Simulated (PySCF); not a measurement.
**Vertical excitation energies**

Species: C4H6N2OSe.
Bonds: C1–C2, C2–O3, O3–C4, C4–C5 (aromatic), C5–N6 (aromatic), N6–Se7 (aromatic), Se7–N8 (aromatic), C4–N8 (aromatic). Hydrogens: H9, H10, H11 on C1; H12, H13 on C2; H14 on C5.

Computed with TDDFT B3LYP/def2-SVPD, vertical, gas phase, core orbitals frozen in the response in PySCF. Geometry: PBE0-D3(BJ)/def2-SVP, one conformer, isolated molecule. The B3LYP/def2-SVPD calculation is non-relativistic and has no spin–orbit coupling, an omission that weighs most on selenium. Torsions of this conformer, `[CH3:1][CH2:2][O:3][c:4]1[cH:5][n:6][se:7][n:8]1`: C1–C2–O3–C4 -78°, C2–O3–C4–C5 179°.

```tsv
state	λ (nm)	E (eV)	f	|μ| (D)	main configurations (H = HOMO, L = LUMO)
S1	279.0	4.44	0.0009	0.23	H→L+1 (98%)
S2	275.8	4.50	0.121	2.66	H→L (94%)
S3	247.5	5.01	0.0006	0.18	H-1→L (99%)
S4	213.5	5.81	0.0007	0.18	H-3→L (92%)
S5	208.5	5.95	0.0010	0.21	H→L+2 (94%)
S6	207.2	5.98	0.010	0.66	H-1→L+1 (81%), H-2→L (13%)
```

The lowest singlet lies at 4.44 eV (279 nm, ultraviolet) and is very weak; its leading configuration is HOMO→LUMO+1 (98%). The most intense listed level is S2 at 4.50 eV (276 nm, f = 0.121), 0.05 eV above S1. Löwdin shares by element: HOMO selenium 46%, carbon 19% or more, oxygen 15% (atoms not listed hold the other 19%); LUMO nitrogen 47%, carbon 18% or more, selenium 17% (atoms not listed hold the other 18%). Of the 6 states listed, 2 reach f = 0.01 and none stays under 0.0005. Orbital energies (eV): HOMO-3 -8.84, HOMO-2 -8.42, HOMO-1 -8.14, HOMO -6.64, LUMO -1.71, LUMO+1 -1.01, LUMO+2 0.21. Weighted by f, the mean energy of these states is 4.63 eV. No computed singlet lies in the visible range (380 to 750 nm); the lowest, at 279 nm, stands 1.18 eV above its violet end (3.26 eV). Singlets were solved by full linear response.
